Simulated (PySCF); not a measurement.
# How methods differ on the electron affinity of Cu

Cu⁻ [Ar] 3d10 4s2 (1S) → Cu [Ar] 3d10 4s1 (2S), as a difference of total energies. Calculation: PySCF 2.14, in aug-cc-pwCVTZ-DK with one added diffuse shell each of s, p, d, f, g type (11s10p8d5f4g, 152 functions); scalar relativity by spin-free X2C-1e. The calculations carry no spin-orbit coupling.

**Question.** Order these methods by the electron affinity they give, lowest first.
A. revPBE
B. UHF
C. M06-L
D. PW91

**Answer.** B (0.018 eV), A (1.306 eV), C (1.344 eV), D (1.424 eV).

In the anion the highest occupied orbital energy is positive at PW91, M06-L, revPBE, a self-interaction effect; the basis confines that electron, and the energy difference can still be sensible.

For comparison: 1.236 eV (measured; photodetachment measurements, as compiled on the Wikipedia data page of electron affinities).
